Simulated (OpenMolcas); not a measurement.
## Cr2+: moving or changing the point charges

Cr2+ among 6 point charges of -2.2 e arranged as an octahedron (Oh), 1.9 Å from the ion. The active orbitals were held to one l.

```yaml
Program: OpenMolcas
Method: CASSCF
Basis: ANO-RCC-VTZP [6s5p3d2f1g]
Scalar_Hamiltonian: DKH2, point nucleus
Active_space: 4 electrons in 5 orbitals (3d)
State_averaging: 2S+1 = 5 even, 5 roots; 2S+1 = 3 even, 45 roots; 2S+1 = 1 even, 50 roots
Spin-orbit_coupling: RASSI with atomic mean-field integrals over the reference wave functions
```

Runs around this geometry, states (labels of O, the rotations of Oh). Energies in cm-1 above the lowest state or level, χT in cm3 K/mol.

| R (Å) | Ground state | First state of that spin | First gap with spin-orbit (degeneracies) | χT at 300 K | First state of another spin |
| --- | --- | --- | --- | --- | --- |
| 1.9 | 5E | 5T2 8667 | 5.5 (1, 3) | 2.957 | 3T1 12569 |
| 2.02 | 5E | 5T2 6524 | 6.1 (1, 3) | 2.940 | 3T1 14745 |
| 2.16 | 5E | 5T2 4745 | 7.4 (1, 3) | 2.915 | 3T1 16569 |

Taking the first state of the same spin as R^-n, n = -ln(4745 / 8667) / ln(2.16 / 1.9) = 4.7 between the shortest and longest distance.

An orbital doublet at a regular site is open to a Jahn-Teller distortion, which this geometry leaves out. Without dynamic correlation the repulsion within the d shell is too large (B by tens of per cent), so at a given field states of lower spin stand too high. The ground term spreads over less than 5000 cm-1, several times less than with real ligands, so orbital moments are less quenched and χT lies further from the spin-only value than at real sites (holds for R = 2.16). This is an electrostatic model: the charges have no orbitals. No measured value stands beside these numbers.
